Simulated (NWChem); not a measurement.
The numbers come from NWChem runs, not from measurements. System: H$_{4}$BF$_{2}$N, charge 1, spin multiplicity 2, at the geometry of a parent with another charge or spin, in a state set for the comparison that need not be this species' ground state. Its SCF solution wasn't tested for a lower state. Level: UMP2/6-311++G** (spherical d), 4 core orbitals frozen.

Output (cleaned and shortened):

```
             Northwest Computational Chemistry Package (NWChem) 7.3.0
             --------------------------------------------------------

                                NWChem Input Module
                                -------------------

 Scaling coordinates for geometry "geometry" by  1.889725989
 (inverse scale =  0.529177249)

 Turning off AUTOSYM since
 SYMMETRY directive was detected!

                             Geometry "geometry" -> ""
                             -------------------------

 Output coordinates in angstroms (scale by  1.889725989 to convert to a.u.)

  No.       Tag          Charge          X              Y              Z
 ---- ---------------- ---------- -------------- -------------- --------------
    1 B                    5.0000    -0.41475100     0.25128900     0.00000000
    2 H                    1.0000    -0.97111000     1.34457900     0.00000000
    3 F                    9.0000    -0.56902100    -0.48860400    -1.15008000
    4 F                    9.0000    -0.56902100    -0.48860400     1.15008000
    5 N                    7.0000     1.22423800     0.60028800     0.00000000
    6 H                    1.0000     1.48362200     1.13418400     0.82975000
    7 H                    1.0000     1.48362200     1.13418400    -0.82975000
    8 H                    1.0000     1.75032200    -0.27653700     0.00000000

 Effective nuclear repulsion energy (a.u.)     126.3813346849

            Nuclear Dipole moment (a.u.)
            ----------------------------
        X                 Y               Z
 ---------------- ---------------- ----------------
    -0.0000207870    -0.0000018897     0.0000000000

      Symmetry information
      --------------------

 Group name             Cs
 Group number              2
 Group order               2
 No. of unique centers     6

      Symmetry unique atoms

     1    2    3    5    6    8


 Summary of "ao basis" -> "" (spherical)
 ------------------------------------------------------------------------------
       Tag                 Description            Shells   Functions and Types
 ---------------- ------------------------------  ------  ---------------------
 *                         6-311++g**                 on all atoms

 Summary of "ao basis" -> "ao basis" (spherical)
 ------------------------------------------------------------------------------
       Tag                 Description            Shells   Functions and Types
[...]
     2   0 2 0    -10.889833    -28.464716    -23.822581     41.397464
     2   0 1 1     -0.000000     -0.000000     -0.000000      0.000000
     2   0 0 2    -16.537969    -53.840980    -52.635252     89.938263

                   NWChem MP2 Semi-direct Energy/Gradient Module
                   ---------------------------------------------

  Basis functions       =    116
  Molecular orbitals    =    116
  Frozen core           =      4
  Frozen virtuals       =      0
  Active alpha occupied =     13
  Active beta occupied  =     12
  Active alpha virtual  =     99
  Active beta virtual   =    100
  Use MO symmetry       = T
  Use skeleton AO sym   = T

  AO/Fock/Back tols     =   1.0D-09  1.0D-09  1.0D-09

 GA uses MA = F    GA memory limited = T

 Available:
  local mem=  1.26D+08
 global mem=  1.44D+08
 local disk=  0.00D+00
  mp2_memr nvloc                    99
  nvloc new                    99
   1 passes of  13:        3145728                      60268                  29117773.
   1 passes of  13: M    126152610           G      144152288           F     123006882.

 Semi-direct pass number   1 of   1  for UHF alpha       at        4.7s
  vrange nnbf                  6649
  mp2_eaftype                   111  avail_ma_in_mb                  1099
 EAF : mp2_eaftype filesize         111   14558887.
  mp2_eaf for mointskh                    111
Node 0 wrote     68.5 Mb in      0.0 s     Agg I/O rate:  1520.6 Mb/s
 Done moints_semi at        7.4s
  mp2_eaftype                   111  avail_ma_in_mb                   988
 EAF : mp2_eaftype filesize         111   14558887.
  mp2_eaf for kh                   111
 Done maket at        7.6s
 Done multipass loop at        7.6s

 GA uses MA = F    GA memory limited = T

 Available:
  local mem=  1.26D+08
 global mem=  1.44D+08
 local disk=  0.00D+00
  mp2_memr nvloc                   100
  nvloc new                   100
   1 passes of  12:        3145728                      58050                  27150999.
   1 passes of  12: M    126152610           G      144152288           F     123006882.

 Semi-direct pass number   1 of   1  for UHF beta        at        7.6s
  vrange nnbf                  6649
  mp2_eaftype                   103  avail_ma_in_mb                  1099
 EAF : mp2_eaftype filesize         103   13575500.
  mp2_eaf for mointskh                    103
Node 0 wrote     63.8 Mb in      0.0 s     Agg I/O rate:  1541.2 Mb/s
 Done moints_semi at       10.1s
  mp2_eaftype                   103  avail_ma_in_mb                   996
 EAF : mp2_eaftype filesize         103   13575500.
  mp2_eaf for kh                   103
 Done maket at       10.2s
 Done multipass loop at       10.2s

          -------------------------------------------
          SCF energy                -280.152136930265
          Correlation energy          -0.702119271173
          Singlet pairs                0.000000000000
          Triplet pairs                0.000000000000
          Total MP2 energy          -280.854256201438
          -------------------------------------------

          ---------------------------------------------------
                    Spin Component Scaled (SCS) MP2
          Same spin pairs                     -0.186543235474
          Same spin scaling factor             0.333333333333
          Opposite spin pairs                 -0.515576035699
          Opposite spin scaling fact.          1.200000000000
          SCS-MP2 correlation energy          -0.680872321330
          Total SCS-MP2 energy              -280.833009251595
          ---------------------------------------------------

 -----------------------
 Performance information
 -----------------------

 Timer overhead =  9.60D-08 seconds/call

               Nr. of calls         CPU time (s)                 Wall time (s)                GFlops
             ---------------    -------------------     ------------------------------   -------------------
Name         Min   Avg   Max    Min     Avg     Max     Min     Avg     Max   Mx/calls   Min     Max     Sum
mp2: moin     2     2     2    5.1     5.1     5.1      5.1     5.1     5.1     2.6      0.0     0.0     0.0
mp2: make     2     2     2   0.39    0.39    0.39     0.39    0.39    0.39    0.19      0.0     0.0     0.0
mp2: tota     1     1     1    5.5     5.5     5.5      5.5     5.5     5.5     5.5      0.0     0.0     0.0

 The average no. of pstat calls per process was 5.00D+00
 with a timing overhead of 4.80D-07s

 Task  times  cpu:       10.2s     wall:       10.2s

 Total times  cpu:       10.3s     wall:       10.3s
```

Problem. Write an NWChem input that would produce this output.

Solution. Several could match; the one computed here: 
```
start mol
memory heap 200 mb stack 900 mb global 1100 mb
charge 1
geometry units angstroms nocenter noautoz
  B     -0.414751     0.251289     0.000000
  H     -0.971110     1.344579     0.000000
  F     -0.569021    -0.488604    -1.150080
  F     -0.569021    -0.488604     1.150080
  N      1.224238     0.600288     0.000000
  H      1.483622     1.134184     0.829750
  H      1.483622     1.134184    -0.829750
  H      1.750322    -0.276537     0.000000
  symmetry group Cs
end
basis spherical
  * library 6-311++g**
end
scf
  uhf
  nopen 1
  maxiter 100
  thresh 1e-7
  semidirect memsize 60000000 filesize 0
  # guess.movecs holds the orbitals of an unrestricted PBE0 run
  vectors input guess.movecs output mol.movecs
end
mp2
  freeze core 4
end
task mp2 energy
```
